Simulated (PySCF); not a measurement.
**Shieldings and the share of exact exchange**

Molecule: `ClB1SCCS1`, C2H4BClS2.

Structure with atom numbers: `[Cl:1][B:2]1[S:3][CH2:4][CH2:5][S:6]1`. Hydrogens are named by the atom that carries them.

GIAO shieldings (ppm, equivalent atoms averaged) in PySCF 2.14.0 with density-fitted response routines on the PBE0-D3(BJ)/def2-SVP geometry, basis pcSseg-2, gas phase, non-relativistic:

| functional | exact exchange (%) | σ(Cl1) | σ(S3/S6) | σ(C4/C5) |
| --- | --- | --- | --- | --- |
| BLYP | 0 | 785.0 | 370.6 | 126.2 |
| BP86 | 0 | 788.8 | 388.6 | 131.4 |
| PBE | 0 | 787.8 | 390.7 | 131.7 |
| B3LYP | 20 | 803.5 | 397.6 | 133.1 |
| mPW1PW91 | 25 | 810.0 | 420.7 | 138.8 |
| BHandHLYP | 50 | 829.9 | 436.7 | 141.8 |
| HF | 100 | 870.9 | 505.0 | 154.9 |

(1) Fit each shielding as a line in the percentage of exact exchange.

(2) What does the line predict for PBE0 (25 %), and what does the run give?

Results:

(1) σ(Cl1) = 787.5 + 0.84 x (rms 1.3 ppm); σ(S3/S6) = 382.2 + 1.20 x (rms 7.9 ppm); σ(C4/C5) = 129.9 + 0.25 x (rms 2.1 ppm). The functionals also differ in their semilocal parts, which the line can't hold; Hartree–Fock has no correlation at all.

(2) σ(Cl1): 808.5 predicted, 810.9 computed; σ(S3/S6): 412.2 predicted, 423.8 computed; σ(C4/C5): 136.2 predicted, 139.5 computed ppm.
